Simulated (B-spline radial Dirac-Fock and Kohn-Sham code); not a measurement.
## Dipole and non-dipole photoemission parameters of O⁺ 1s

System: oxygen as O⁺, 1s2 2s2 2p3; threshold 556.3 eV (orbital energy of the model). Model: Dirac-Hartree-Slater photoionisation with a Latter tail; cross sections with all multipoles, angular parameters from the dipole term and its interference with E2. Program: a radial atomic solver.

| hν (eV) | σ (kb) | β | γ |
| --- | --- | --- | --- |
| 599 | 403 | 2.000 | 0.010 |
| 609 | 390 | 2.000 | 0.027 |
| 755 | 235 | 2.000 | 0.191 |
| 763 | 229 | 2.000 | 0.198 |
| 800 | 203 | 2.000 | 0.229 |
| 835 | 183 | 2.000 | 0.257 |
| 1430 | ? | ? | ? |
| 1486.9 | 39.9 | 2.000 | 0.605 |
| 1550 | 35.6 | 2.000 | 0.631 |
| 1830 | 22.5 | 2.000 | 0.736 |
| 3140 | 4.76 | 2.000 | 1.117 |
| 4000 | 2.32 | 2.000 | 1.312 |
| 8047.8 | 0.276 | 2.000 | 1.991 |
| 11500 | 0.0902 | 2.000 | 2.427 |
| 11600 | 0.0878 | 2.000 | 2.438 |
| 12200 | 0.0749 | 2.000 | 2.506 |

Question: Give the values at 1430 eV.

Answer: σ = 44.5 kb, β = 2.000, γ = 0.581. For an s subshell δ is negligible.

Values without a named source are computed, but for edge energies of neutral atoms, which are taken from tables.
